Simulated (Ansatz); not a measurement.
Geometry optimisation, RKS LDA/def2-SVP in Ansatz 0.2.0.

The input (input.yaml):

```yaml
crystal:
  periodic: [false, false, false]
  atoms:
    - { symbol: C, position_ang: [-0.57514, 0.93996, -0.3668] }
    - { symbol: Si, position_ang: [0.0386, -0.65404, 0.42844] }
    - { symbol: S, position_ang: [2.11599, -0.78457, 0.90655] }
    - { symbol: S, position_ang: [1.32981, -1.90488, -0.72537] }
    - { symbol: H, position_ang: [-1.4782, 0.76051, -0.9426] }
    - { symbol: H, position_ang: [-0.80605, 1.68352, 0.39026] }
    - { symbol: H, position_ang: [0.17529, 1.35764, -1.03478] }
    - { symbol: H, position_ang: [-0.80031, -1.39813, 1.3443] }
basis:
  gaussian: { orbitals: def2-SVP }
hamiltonian:
  xc: lda
relax:
  f_tol: 0.015
  max_steps: 40
```

Launched with:

```bash
$ ansatz run input.yaml --threads 1 --pin off --max-ram 2048MiB --backend cpu --events-out ev --progress --plain --runs-dir out
```

Where does it end, and by what steps?

The forces met the threshold. After 4 steps the energy has fallen by 0.116 eV; H8 moved furthest, 0.10 Å.

```csv
step,energy less start (eV),largest force component (eV/Å),accepted
0,0.0000,1.116,yes
1,-0.1052,0.388,yes
2,-0.1160,0.056,yes
3,-0.1163,0.018,yes
4,-0.1163,0.005,yes
```

```xyz
8
Properties=species:S:1:pos:R:3
C -0.565 0.914 -0.354
Si 0.079 -0.644 0.404
S 2.131 -0.748 0.911
S 1.316 -1.901 -0.766
H -1.488 0.714 -0.939
H -0.811 1.660 0.432
H 0.209 1.336 -1.027
H -0.872 -1.330 1.338
```

Run time: 12 s on 1 thread of Intel(R) Xeon(R) Processor @ 2.70GHz, with other jobs on the host, peak memory 0.13 GiB.
